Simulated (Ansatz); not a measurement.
BH2(CF3) (CH2BF3). Charge 0, multiplicity 3. Geometry PBE-D4/def2-SVP, that of the neutral singlet; atoms count from 1.

```tsv
atom	x (Å)	y (Å)	z (Å)
B1	-0.005	0.153	0.945
H2	1.007	-0.074	1.568
H3	-0.961	0.710	1.434
C4	-0.029	-0.179	-0.615
F5	0.763	-1.200	-1.011
F6	0.476	0.979	-1.168
F7	-1.251	-0.389	-1.153
```

At PBE0-D4/def2-TZVP a singlet of charge 0 lies 4.95 eV below the triplet at the same geometry.

Problem. Estimate the Mulliken populations from the PBE0/def2-TZVP orbitals of Ansatz.

Solution. 
```tsv
atom	charge (e)	spin (α − β)
B1	-0.40	1.22
H2	0.09	0.04
H3	0.08	0.04
C4	0.48	0.36
F5	-0.09	0.09
F6	-0.08	0.15
F7	-0.09	0.10
```
Mulliken values depend strongly on the basis.

Problem. Where does the spin sit?

Solution. Summed by element: B 1.22, H 0.08, C 0.36, F 0.34, of 2 unpaired in all. Largest on single atoms: B1 1.22, C4 0.36, F6 0.15.

Problem. And the Mayer bond orders between heavy atoms (over 0.3)?

Solution. B1–C4 0.82 (1.60 Å); C4–F5 1.16 (1.35 Å); C4–F6 1.09 (1.38 Å); C4–F7 1.16 (1.35 Å).
